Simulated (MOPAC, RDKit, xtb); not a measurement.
Pair of molecules: CH4O (SMILES CO) (first 6 atoms) with GeH4 (SMILES [GeH4]); geometry from B3LYP-D3(BJ)/def2-TZVP, rigid monomers moved along the line of their centres of mass till O2···Ge7 is 2.88 Å.
(charge 0, multiplicity 1):
```xyz
11

C      0.35854     0.16299    -0.04924
O      0.30317    -1.01431     0.74659
H      0.23728    -0.05768    -1.11469
H      1.34422     0.59901     0.10437
H     -0.39574     0.89757     0.25229
H     -0.56022    -1.42440     0.63417
Ge    -0.05693     0.02858     3.40939
H      0.13795    -1.48787     3.51941
H     -1.29184     0.34388     2.55034
H      1.18499     0.69538     2.80638
H     -0.29611     0.60468     4.81934
```

Monomers are frozen at their geometry in the pair; levels with a basis set take the counterpoise correction. RDKit's UFF carries no charges.

The state reached by PM3 isn't checked.

Programs: MOPAC for PM3 (differences of heats of formation); RDKit for the force fields; xtb for the GFN methods. Values without a source in brackets are computed.

Question: One of these levels gives 12.7 kJ/mol for the interaction energy. Which?
(A) GFN1-xTB
(B) GFN2-xTB
(C) UFF
(D) PM3

Answer: C, UFF. The others give 19.6 (PM3), -32.8 (GFN1-xTB), -25.4 (GFN2-xTB)
